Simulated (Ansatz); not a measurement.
`[CH3][SnH]([NH2])[Cl]` → HCl + `[CH3][Sn][NH2]` at 700 K and 1 bar (stannylene formation by 1,1-elimination).

Calculated with Ansatz (gas phase, PBE0-D4/def2-TZVP geometries, no zero-point term in ΔE). CBS: MP2 limit from def2 TZ/QZ plus the TZ coupled-cluster correction, frozen cores. This one scheme is used for every species. def2 core potentials past Kr. For Sn outer-core shells are correlated without core-valence functions, which leaves a few kJ/mol of doubt a bond. Each species was taken in one conformer, which may not be the lowest.

```csv
species,CCSD(T)/CBS energy (Eh),H − E (kJ/mol),S (J/(mol·K))
`[CH3][SnH]([NH2])[Cl]`,-770.22867,261.8,495.0
HCl,-460.38127,38.4,211.8
`[CH3][Sn][NH2]`,-309.80337,217.2,417.0
```

H − E and S are ideal-gas, rigid-rotor, harmonic terms from PBE0-D4/def2-TZVP, for one conformer and one mirror image of each species. 1 Eh = 2625.50 kJ/mol, R = 8.31446 J/(mol·K).

**Question.** By hand: ΔE, ΔH, ΔS and ΔG.

**Answer.** ΔE = (-460.38127) + (-309.80337) − (-770.22867) = 0.04403 Eh = 115.6 kJ/mol. Δ(H − E) = 38.4 + 217.2 − 261.8 = -6.2, so ΔH = 109.4 kJ/mol. ΔS = 211.8 + 417.0 − 495.0 = 133.8 J/(mol·K). ΔG = 109.4 − 700 × (133.8)/1000 = 15.7 kJ/mol.

**Question.** By hand: the equilibrium constant, and the temperature at which ΔG would vanish if ΔH and ΔS stayed fixed.

**Answer.** log₁₀ K = −ΔG/(RT ln 10) = -1.2. ΔG = 0 at ΔH/ΔS = 818 K.

The number of gas molecules changes by +1, which sets the sign of ΔS. A doubt of 5 kJ/mol in ΔE shifts log₁₀ K by 0.4 here. Other conformers and mirror images would add mixing entropy, several J/(mol·K) or more a flexible species. Modes under 60 cm⁻¹, often nearly free rotors, make the harmonic entropy too high. These are equilibria of isolated gas molecules and say nothing of rates. Largest T1 diagnostic: 0.016 (customary marks: 0.02 for closed shells, 0.045 for open ones).
